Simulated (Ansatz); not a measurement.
HOS, SMILES `O[S+]` (excited singlet) (charge 1, multiplicity 1). This singlet is an excited state, 0.54 eV above the relaxed triplet at the level composite: frozen-core CCSD(T) with HF/cc-pV5Z and the correlation energy extrapolated as X^-3 from cc-pVQZ and cc-pV5Z, plus CCSDT(Q) minus CCSD(T) in cc-pVDZ // B3LYP-D3(BJ)/def2-TZVP (Ansatz, a program for electronic structure).

Cartesian coordinates (Å):
```xyz
3

O     -0.2482     0.4023     0.0000
S      1.1991    -0.1047     0.0000
H     -0.9509    -0.2976     0.0000
```
Charge +1, spin multiplicity 1.

Frozen-core energies in cc-pVDZ from Ansatz at a geometry from B3LYP-D3(BJ)/def2-TZVP; the HF reference has <S^2> = 0.00 (restricted, and unstable towards unrestricted orbitals) and the T1 diagnostic is 0.027.

```csv
level,energy (Ha)
HF,-472.55846
MP2,-472.86833
CCSD,-472.88808
CCSD(T),-472.89984
```

Q: Estimate the energies of CCSDT, CCSDT(Q) and CCSDTQ, and give each level's difference from CCSDTQ.

A: 
```csv
level,energy (Ha),difference from CCSDTQ (mHa)
MP2,-472.86833,34.13
CCSD,-472.88808,14.38
CCSD(T),-472.89984,2.62
CCSDT,-472.90093,1.53
CCSDT(Q),-472.90264,-0.19
CCSDTQ,-472.90246,0.00
```
